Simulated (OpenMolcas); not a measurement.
SiF4 (silicon tetrafluoride): the vertical ionisation energy from total energies

SiF4 has 5 atoms, charge 0, and is taken as a singlet. As SMILES, `F[Si](F)(F)F`. The shape is that of a PBE0-D4/def2-TZVP optimisation.

Both states at this one shape; open shells run unrestricted unless said. 1 Eh = 27.2114 eV.

```tsv
level	program	singlet SiF4 (Eh)	doublet [SiF4]+ (Eh)	HOMO of the first (eV)
HF/STO-3G	OpenMolcas	-677.845416	-677.478478	-12.04
M06-L/6-311+G**	OpenMolcas	-689.183138	-688.635740	-11.22
B3LYP/6-31G* (spherical functions)	OpenMolcas	-689.099094	-688.549030	-11.92
B3LYP/6-31G* (Cartesian functions)	OpenMolcas	-689.107545	-688.557227	-11.94
```

Problem. Work out the vertical ionisation energy at each level.

Solution. 
1. HF/STO-3G: -677.478478 − (-677.845416) = 0.366938 Eh = 9.98 eV; −ε(HOMO) = 12.04 eV.
2. M06-L/6-311+G**: -688.635740 − (-689.183138) = 0.547398 Eh = 14.90 eV; −ε(HOMO) = 11.22 eV.
3. B3LYP/6-31G* (spherical functions): -688.549030 − (-689.099094) = 0.550064 Eh = 14.97 eV; −ε(HOMO) = 11.92 eV.
4. B3LYP/6-31G* (Cartesian functions): -688.557227 − (-689.107545) = 0.550318 Eh = 14.97 eV; −ε(HOMO) = 11.94 eV.

No measured value is set beside it here; the levels span 9.98 to 14.97 eV. In Hartree–Fock, −ε(HOMO) (Koopmans) exceeds the difference of totals by the orbital relaxation of the ion. In semi-local functionals −ε(HOMO) lies far under the ionisation energy, a result of self-interaction, while the difference of totals does much better. Hartree–Fock favours the state with fewer electron pairs, since it lacks pair correlation. Minimal sets are far from the basis-set limit.
